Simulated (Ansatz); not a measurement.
Ansatz results at the PBE0-D4/def2-TZVP geometry: HOMO energy (ωB97M-V/def2-TZVPP) -9.02 eV; LUMO energy (PBE0/def2-TZVPP) -1.78 eV; size of the dipole moment (ωB97M-V/def2-TZVPP) 0.59 D.

Each molecule was computed in one conformer, which needn't be the lowest.

**Question.** Which molecule gave them?
A. `CC[N](C)[Zr]([OH])([OH])[N](C)CC`
B. `C#[C][Zr]([Cl])([Cl])[O]C`
C. `C[S][Zr]([F])([S]C)[S]C`
D. `C[O][Zr]([O]C)([O]C)[O]C`

**Answer.** C. The others give `C#[C][Zr]([Cl])([Cl])[O]C`: -10.54, -2.13, 3.13; `C[O][Zr]([O]C)([O]C)[O]C`: -9.87, 0.10, 0.00; `CC[N](C)[Zr]([OH])([OH])[N](C)CC`: -8.04, 0.06, 0.02.
